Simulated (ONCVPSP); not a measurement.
Sn (Z = 50): variants of one ONCV potential

Base potential:

```
Element                 : tin
Generator               : ONCVPSP 4.0.1
Type                    : optimised norm-conserving Vanderbilt (ONCV)
Functional              : LDA (Perdew-Wang 92)
Relativity              : scalar-relativistic
Frozen core             : [Ar] 3d10
Valence charge          : 22
Reference configuration : 4s2 4p6 4d10 5s1 (charge +3)
Partial waves           : 4s+5s: rc 1.40 bohr, ncon 4, nbas 9, qcut 6.7 1/bohr, 3 projectors, debl 3.2 Ha; 4p: rc 1.25 bohr, ncon 4, nbas 8, qcut 13.3 1/bohr, 1 projector; 4d: rc 1.30 bohr, ncon 5, nbas 10, qcut 12.1 1/bohr, 2 projectors, debl 3.4 Ha
Local potential         : polynomial inside 0.80 bohr (lpopt 5, dvloc0 1 Ha)
Core correction         : Teter function fitted to the true core (icmod 2), fcfact 0.3
```

Cutoffs, loose and tight: the cutoffs (Ha) at which the residual kinetic energy of the hardest occupied pseudo-wave falls to 1 and 0.1 mHa per electron. They do not see the model core or the augmentation charge, which bear on the density cutoff. Test errors are all-electron minus pseudo excitation energies from the reference, over the configurations 4s2 4p6 4d10 5s2 5p2; 4s2 4p6 4d10 5s2 5p1; 4s2 4p6 4d10 5s2; 4s2 4p6 4d10 5s0. A dash means not determined; rows that change the core or the reference have their own tests.

| change | outcome | cutoff, loose | cutoff, tight | bound ghosts | GHOST(+) flags above zero | largest test error (meV) |
| --- | --- | --- | --- | --- | --- | --- |
| base | generated | 51 Ha | 73 Ha | none | s | +348 |
| p: qcut 7.8 | generated | 46 Ha | 73 Ha | none | s | +563 |
| p: qcut 10.5 | generated | 46 Ha | 73 Ha | none | s | +457 |
| p: qcut 14.5 | generated | 59 Ha | 73 Ha | none | s | +297 |
| p: qcut 17.3 | generated | 69 Ha | 82 Ha | none | s | +219 |
| p: qcut 19.7 | generated | 104 Ha | 118 Ha | none | s | +691 |

Problem. What comes out with this change to the base: p: qcut 12.8?

Solution. outcome: generated; cutoff, loose: 49 Ha; cutoff, tight: 73 Ha; bound ghosts: none; GHOST(+) flags above zero: s; largest test error (meV): +365.

Reading the sweep of the qcut of the p channel (base included, trends over the rows without a ghost): The loose cutoff rises from 46 Ha at 7.8 to 104 Ha at 19.7 1/bohr. The waves are optimised to have the least kinetic energy above qcut, so the cutoff follows it (qcut²/2 in Ha). The median size of the test errors (rows with all tests solved) is not monotonic: lowest 80.3 meV at 17.3 1/bohr, highest 239.1 meV at 19.7 1/bohr.
